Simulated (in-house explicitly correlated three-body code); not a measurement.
Computed with an exponentially correlated three-body code. Model: two electrons around a point charge, non-relativistic, variational in 260 exponentially correlated functions (energies converged to about 1e-7 hartree, or 1e-8 relative for large Z).

Command:
```bash
python run_hyl.py task.json out
```
Settings (lengths in bohr, energies in hartree):
```
Z                      5
nuclear_mass           2
interaction_strength   1
functions              260
states_tried           13
```

Run time, properties included: 22 s on 1 thread of Intel(R) Xeon(R) 6975P-C (Granite Rapids), with other jobs on the host.

**Those bound S and P states to n = 4 that converged, binding against the one-electron ion.**

Given: nuclear charge 5; mass of the centre 2 electron masses.

Computed: one-electron threshold -8.33333333 hartree.

| term | energy (hartree) | binding (eV) |
| --- | --- | --- |
| 1 1S | -14.8767191 | 178.05 |
| 2 3P | ? | ? |
| 2 3S | -9.86148123 | 41.583 |
| 3 3S | -9.00858773 | 18.375 |
| 4 3S | -8.71193867 | 10.302 |

What belongs in the row 2 3P?

energy (hartree): -10.2559477; binding (eV): 52.317.

**Converged states only, values per electron or pair.**

```json
{"term": "1 1S", "mean r (bohr)": "0.47582", "mean r squared (bohr²)": "0.30367", "mean inverse r (1/bohr)": "3.1809", "mean r12 (bohr)": "0.65524", "mean inverse r12 (1/bohr)": "2.0554", "mean cosine": "0.10459", "mean p1 dot p2 (bohr⁻²)": "-1.0566", "delta r1 (bohr⁻³)": "10.677", "delta r12 (bohr⁻³)": "1.2125"}
{"term": "2 3P", "mean r (bohr)": "?", "mean r squared (bohr²)": "?", "mean inverse r (1/bohr)": "?", "mean r12 (bohr)": "?", "mean inverse r12 (1/bohr)": "?", "mean cosine": "?", "mean p1 dot p2 (bohr⁻²)": "?", "delta r1 (bohr⁻³)": "?", "delta r12 (bohr⁻³)": "-"}
{"term": "2 3S", "mean r (bohr)": "1.2143", "mean r squared (bohr²)": "2.4053", "mean inverse r (1/bohr)": "2.0304", "mean r12 (bohr)": "2.015", "mean inverse r12 (1/bohr)": "0.58111", "mean cosine": "0.057888", "mean p1 dot p2 (bohr⁻²)": "-0.17998", "delta r1 (bohr⁻³)": "6.4285", "delta r12 (bohr⁻³)": "-"}
{"term": "3 3S", "mean r (bohr)": "2.4487", "mean r squared (bohr²)": "11.361", "mean inverse r (1/bohr)": "1.8304", "mean r12 (bohr)": "4.4623", "mean inverse r12 (1/bohr)": "0.28708", "mean cosine": "0.026822", "mean p1 dot p2 (bohr⁻²)": "-0.17737", "delta r1 (bohr⁻³)": "6.0507", "delta r12 (bohr⁻³)": "-"}
{"term": "4 3S", "mean r (bohr)": "4.1882", "mean r squared (bohr²)": "35.473", "mean inverse r (1/bohr)": "1.7592", "mean r12 (bohr)": "7.9342", "mean inverse r12 (1/bohr)": "0.16846", "mean cosine": "0.015829", "mean p1 dot p2 (bohr⁻²)": "-0.12327", "delta r1 (bohr⁻³)": "5.9598", "delta r12 (bohr⁻³)": "-"}
```

What belongs in the row 2 3P?

mean r (bohr): 0.8864; mean r squared (bohr²): 1.197; mean inverse r (1/bohr): 2.1372; mean r12 (bohr): 1.4146; mean inverse r12 (1/bohr): 0.86018; mean cosine: -0.023039; mean p1 dot p2 (bohr⁻²): -1.7646; delta r1 (bohr⁻³): 5.8051.
